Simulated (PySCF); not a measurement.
Working out the ionisation energy of Pd

Pd [Kr] 4d10 (1S) → Pd⁺ [Kr] 4d9 (2D). Calculation: PySCF 2.14, in def2-TZVPPD with the def2 core potential (28 electrons) (6s4p3d2f1g, 56 functions); scalar relativity through the core potential. Frozen: nothing. Energies in hartree (1 hartree = 27.21139 eV):

```json
{"part": "UHF", "Pd (lower)": "-127.030194", "Pd⁺ (upper)": "-126.801428"}
{"part": "CCSD correlation", "Pd (lower)": "-0.601946", "Pd⁺ (upper)": "-0.540635"}
{"part": "(T)", "Pd (lower)": "-0.019292", "Pd⁺ (upper)": "-0.013808"}
```

Problem. What does Hartree-Fock give?

Solution. (-126.801428) − (-127.030194) = 0.228766 hartree = 6.225 eV.

Problem. What do CCSD and CCSD(T) give?

Solution. The CCSD correlation energies differ by 0.061311 hartree = 1.668 eV and the triples by 0.005484 hartree = 0.149 eV, so CCSD gives 7.893 eV and CCSD(T) 8.042 eV.

Measured between the centres of the two terms (NIST): 8.512 eV, so CCSD(T) (valence and next inner shell) is off by -0.470 eV.

What remains against the reference includes basis incompleteness and higher excitations.
